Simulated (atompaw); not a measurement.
## gold (Au): PAW (atompaw) pseudisation with LDA (PW92), scalar-relativistic reference atom.

atompaw 4.2.0.5 was run on this input:

```
Au 79
LDA-PW scalarrelativistic loggrid 2001 logderivrange -7 5 301
6 6 5 4 0 0
6 0 0
6 1 1
0 0 0
c
c
c
c
c
v
c
c
c
v
v
c
c
v
c
2
2.30 1.75 2.25 1.75
y
3.35
n
n
y
1.45
n
custom rrkj gramschmidtortho besselshape
bessel
2.30
2.30
1.25
2.30
0.45
2.30
PWSCFOUT
UPFDX 0.0125d0 UPFXMIN -7.d0 UPFZMESH 79.d0
END
```

Command:

```bash
atompaw < Au.input > Au.log
```

Output (summary file):

```
Completed calculations for Au (AE)

 Exchange-correlation type: LDA, Perdew-Wang correlation

 Radial integration grid is logarithmic
 r0 =   8.6915222E-05 h =   6.8663025E-03   n =      2001 rmax =   8.0000000E+01

 Scalar relativistic calculation

 AEatom converged in  35 iterations
   nz     =  79.00
   delta  =       1.192061051190E-15

 All Electron Orbital energies:
  n  l      occupancy      energy
  1  0      2.0000000E+00 -5.9332365E+03
  2  0      2.0000000E+00 -1.0470698E+03
  3  0      2.0000000E+00 -2.4722926E+02
  4  0      2.0000000E+00 -5.3734718E+01
  5  0      2.0000000E+00 -8.1527691E+00
  6  0      0.0000000E+00 -5.6207189E-01
  2  1      6.0000000E+00 -9.0546577E+02
  3  1      6.0000000E+00 -2.0616825E+02
  4  1      6.0000000E+00 -4.0268242E+01
  5  1      6.0000000E+00 -4.5735901E+00
  6  1      1.0000000E+00 -1.4776319E-01
  3  2      1.0000000E+01 -1.6226188E+02
  4  2      1.0000000E+01 -2.4106739E+01
  5  2      1.0000000E+01 -6.7537684E-01
  4  3      1.4000000E+01 -6.1522843E+00

 Total energy
   Total                    :   -38002.33276944612589

 ---
 Completed calculations for Au (SC)

 Exchange-correlation type: LDA, Perdew-Wang correlation

 Radial integration grid is logarithmic
 r0 =   8.6915222E-05 h =   6.8663025E-03   n =      2001 rmax =   8.0000000E+01

 Scalar relativistic calculation

 SCatom converged in   3 iterations
   nz     =  79.00
   delta  =       3.925347848200E-17

 Valence Electron Orbital energies:
  n  l      occupancy      energy
   6  0      0.0000000E+00 -5.6207189E-01
   5  1      6.0000000E+00 -4.5735901E+00
   6  1      1.0000000E+00 -1.4776319E-01
   5  2      1.0000000E+01 -6.7537684E-01

 Total energy
   Total                    :   -38002.33276946209662
   Valence                  :     -877.21694053534713

 PAW parameters:
       lmax =            2
         rc =    2.3140009677598217
        irc =         1485
   rc_shape =    1.7582413440845275
    rc_vloc =    2.2513089236103467
    rc_core =    1.7582413440845275
   Vloc: truncated form - Vps(r)=A.sin(qr)/r for r<rc
   Projector type: RRKJ pseudization + Gram-Schmidt ortho.
   Bessel compensation charge shape zeroed at   1.7582E+00

 Number of basis functions     6
 No.   n  nodes  l      Energy         Cp coeff         Occ
  1    6    5    0   -0.5620719E+00  0.1000000E+01  0.0000000E+00
  2  999    6    0    0.3350000E+01  0.9209246E-01  0.0000000E+00
  3    5    3    1   -0.4573590E+01  0.1000000E+01  0.6000000E+01
  4    6    4    1   -0.1477632E+00  0.8077866E+00  0.1000000E+01
  5    5    2    2   -0.6753768E+00  0.1000000E+01  0.1000000E+02
  6  999    3    2    0.1450000E+01  0.7707479E+00  0.0000000E+00

 Eigenvalues of overlap operator (in the basis of projectors):
    1        3.34765426E-02
    2        1.75955002E-01
    3        4.20703658E-01
    4        2.39449353E+00
    5        3.24958472E+01
    6        9.37581860E+01

 Orbital leakage outside PAW augmentation regions
   orb  is_core?  %out_of_sphere
   1 0    T           0.00
   2 0    T           0.00
   3 0    T           0.00
   4 0    T           0.00
   5 0    T           0.07
   6 0    F          63.14
   2 1    T           0.00
   3 1    T           0.00
   4 1    T           0.00
   5 1    F           0.56
   6 1    F          91.06
   3 2    T           0.00
   4 2    T           0.00
   5 2    F          13.94
   4 3    T           0.00

 Summary of PAW energies
   Total valence energy     :   -877.21695042222063
   Smooth energy            :    265.62346717337488
   One center               :  -1142.84041759559545
   Smooth kinetic           :    142.81986913376019
   Vloc energy              :     96.27357229531624
   Smooth exch-corr         :    -25.73777328830488
   One-center xc            :   -677.69127948493019

  Detected negative values for pseudo core + nhat
    which may cause trouble
  Please try reducing rc_core and or adjusting compensation charge shape
```

The run took about 9.8 s on one core of a shared server CPU.
